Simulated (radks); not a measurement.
The numbers below are computed, except where a source is named.
Question: These are the eigenvalues of the occupied orbitals of an atom or ion with whole-number occupations (Ry). Level of theory: Dirac Kohn-Sham, PBE, spin-unpolarised, spherical densities, finite nucleus; Fermi nuclear charge, rms radius of each element as measured or else 0.836 A^(1/3) + 0.57 fm (a radial shooting solver on a logarithmic mesh with Libxc functionals).

orbital  eigenvalue
1s1/2     -3642.938
2s1/2     -839.0770
2p1/2     -818.8219
2p3/2     -774.5084

Which element is it, and in what charge state? The configuration may be excited. Open shells, if any, fill j = l - 1/2 first.

Answer: Z = 61, promethium, charge +53: Pm53+ in [He] 2s2 2p4. The list shows which subshells hold electrons but not how many an open one holds; the 1s level, -1821.5 hartree, gives Z - s = 60.4 by -(Z - s)^2/2, which with screening and relativity narrows Z to a few neighbours, and the depths of the outer levels then fix element, charge and occupations together.
